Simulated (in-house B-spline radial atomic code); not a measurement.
A fraction x of an electron is moved 3d → 4f in Nb II (Nb+), starting from [Kr] 4d4 and keeping the highest spin. All numbers are computed (scalar-relativistic (X2C) BLYP, spin-polarised, spherical fractional occupations; Fermi nucleus of rms radius 4.324 fm) with a radial B-spline atomic code at the basis-set limit, not measured.

```csv
x,E(x) - E(0) (eV),3d down level (eV),4f up level (eV)
0,0.0000,-201.846,-
0.125,25.2665,-205.176,-1.528
0.25,50.9190,-208.519,-1.715
0.375,?,?,?
0.5,103.4202,-215.221,-1.998
0.625,130.2758,-218.587,-2.118
0.75,?,?,?
0.875,185.2069,-225.319,-2.332
1,213.2847,-228.690,-2.431
```

**Question.** What belongs in the row x = 0.375?

**Answer.** An energy change of 76.9691 eV; 3d down at -211.866 eV, 4f up at -1.866 eV.

**Question.** What belongs in the row x = 0.75?

**Answer.** An energy change of 157.5377 eV; 3d down at -221.950 eV, 4f up at -2.228 eV.

**Question.** Check Janak's theorem between x = 0.125 and 0.25.

**Answer.** The slope of the energy is 205.22 eV; the orbital levels give 205.23 eV (ε of the receiving orbital less ε of the emptying one, averaged over the two points).
